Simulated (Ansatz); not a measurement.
`CBC(C)C` + NH₃ → `CC(C)BN` + CH₄ at 700 K and 1 bar (ligand exchange at a B–C bond).

Program: Ansatz. Geometries: PBE0-D4/def2-TZVP. ΔE: electronic, gas phase. CCSD(T)/CBS adds triple-zeta CCSD(T) − MP2 to the extrapolated MP2 energy (def2 sets, frozen cores). This one scheme is used for every species. One conformer a species, not always the lowest.

```csv
species,CCSD(T)/CBS energy (Eh),H − E (kJ/mol),S (J/(mol·K))
`CBC(C)C`,-183.62972,466.1,505.3
NH₃,-56.50880,116.9,226.5
`CC(C)BN`,-199.72955,439.9,473.3
CH₄,-40.46206,145.9,224.0
```

H − E and S are ideal-gas, rigid-rotor, harmonic terms from PBE0-D4/def2-TZVP, for one conformer and one mirror image of each species. 1 Eh = 2625.50 kJ/mol, R = 8.31446 J/(mol·K).

By hand: ΔE, ΔH, ΔS and ΔG.

ΔE = (-199.72955) + (-40.46206) − (-183.62972) − (-56.50880) = -0.05309 Eh = -139.4 kJ/mol. Δ(H − E) = 439.9 + 145.9 − 466.1 − 116.9 = 2.8, so ΔH = -136.6 kJ/mol. ΔS = 473.3 + 224.0 − 505.3 − 226.5 = -34.5 J/(mol·K). ΔG = -136.6 − 700 × (-34.5)/1000 = -112.4 kJ/mol.

By hand: the equilibrium constant, and the temperature at which ΔG would vanish if ΔH and ΔS stayed fixed.

log₁₀ K = −ΔG/(RT ln 10) = 8.4. ΔG = 0 at ΔH/ΔS = 3959 K, far beyond where these terms or the molecules hold.

ΔH outweighs TΔS. A doubt of 5 kJ/mol in ΔE shifts log₁₀ K by 0.4 here. Other conformers and mirror images would add mixing entropy, several J/(mol·K) or more a flexible species. Modes under 60 cm⁻¹, often nearly free rotors, make the harmonic entropy too high. These are equilibria of isolated gas molecules and say nothing of rates. Largest T1 diagnostic: 0.010 (customary marks: 0.02 for closed shells, 0.045 for open ones).
